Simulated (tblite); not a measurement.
Problem. Write Cartesian coordinates for `C(#C)C(=O)[N]CC1CC1` [radical] as optimised with GFN2-xTB. (Doublet state.)

Solution. 
```xyz
17
C7H8NO angstrom
C      4.3437   -0.3407    0.3661
C      3.2148   -0.2708   -0.0327
C      1.8869   -0.1458   -0.5669
O      1.5894    0.5820   -1.5254
N      0.9676   -0.8772    0.0143
C     -0.3997   -0.9761   -0.2793
C     -1.1308    0.3486   -0.2760
C     -1.6684    0.9361    0.9953
C     -2.6081    0.3740   -0.0242
H      5.3249   -0.4176    0.7331
H     -0.8167   -1.6231    0.5035
H     -0.5512   -1.4977   -1.2394
H     -0.7080    1.0345   -1.0020
H     -1.5174    0.3853    1.9115
H     -1.6220    2.0066    1.1211
H     -3.1017   -0.5610    0.1956
H     -3.2103    1.0550   -0.6058
```

Any rigid rotation of these coordinates is as good. Atoms count from 1 in this order. The C–N distances run from 1.311 Å (C3–N5, drawn single in one of several resonance forms) to 1.402 Å (N5–C6, drawn single), a spread of 0.091 Å. C3 (carbon bonded to C, N and O) is planar (angles 124.1°, 120.1° and 115.8°, sum 360.0°, 0.01 Å off the plane of its three neighbours). Of the pairs four or more bonds apart, O4···H13 is among the closest relative to their van der Waals radii: 2.40 Å, 88 % of the sum of Bondi's values. The 3-membered ring C7–C8–C9 has internal angles of 59.8° to 60.1°.

Bonds between heavy atoms (Å): C1≡C2 1.199, C2–C3 1.437, C3=O4 1.240, C3–N5 1.311, N5–C6 1.402, C6–C7 1.513, C7–C8 1.500, C8–C9 1.496, C7–C9 1.499.

Computed geometry: GFN2-xTB, gas phase. This method treats the open shell by occupation alone, without spin polarisation.

Point group: C1 (no symmetry element, even within 0.4 Å). Its GFN2-xTB frequencies are all real (lowest 45 cm⁻¹). Torsions: C2–C3–N5–C6 180°, C3–N5–C6–C7 -55°, N5–C6–C7–C8 -85°.

Time: 1.8 s wall. Hardware: one thread of an Intel Xeon at 2.50 GHz (shared host). That covers the optimisation of the geometry.

One conformer stands for the species.
